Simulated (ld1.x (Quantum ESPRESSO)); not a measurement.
# Transferability test, TM potential for antimony

```
Element                 : antimony (Sb)
Generator               : ld1.x (Quantum ESPRESSO) 7.5
Type                    : norm-conserving Troullier–Martins (Kleinman–Bylander form)
Functional              : PBEsol
Relativity              : scalar-relativistic
Frozen core             : [Kr] 4d10
Valence charge          : 5
Reference configuration : 5s2 5p1 (charge +2)
Partial waves           : 5p (bound): rc 2.35 bohr; 5d channel at 0.3 Ry: rc 1.90 bohr; 5s (bound): rc 1.60 bohr
Local potential         : the s channel
Core correction         : none
```

Energies are relative to the spin-unpolarised reference configuration 5s2 5p1; without spin polarisation the order of configurations can differ from experiment. The frozen-core shift is the all-electron ΔE with the core orbitals held at their reference shape minus the fully relaxed ΔE.

(1) Give the all-electron excitation energy and the error of the potential for: 5s2 5p3; 5s2 5p2; 5s2 5p0; 5s1 5p4; 5s2 5p2.5; 5s2 5p3.3; 5s0 5p5.

Note: ghost state, extra bound levels that the all-electron valence spectrum of the same l lacks: d at -173.0 eV. A true bound ghost makes a file unfit for plane-wave use.

Results:

(1)

| valence configuration | charge | ΔE all-electron (eV) | error AE − PS (meV) | frozen-core shift (meV) |
| --- | --- | --- | --- | --- |
| 5s2 5p3 | 0 | -24.356 | +0.6 | +39 |
| 5s2 5p2 | +1 | -16.012 | +2.7 | +15 |
| 5s2 5p0 | +3 | 24.445 | +4.9 | +50 |
| 5s1 5p4 | 0 | -16.214 | +2.7 | +10 |
| 5s2 5p2.5 | +0.5 | -21.083 | +1.9 | +28 |
| 5s2 5p3.3 | -0.3 | -25.518 | +0.1 | +44 |
| 5s0 5p5 | 0 | -7.862 | +30 | +2.9 |

ld1.x printed “convergence not achieved” for 6 of the counted tests; their residual had stalled under 1e-8, short of the target of 1e-14.
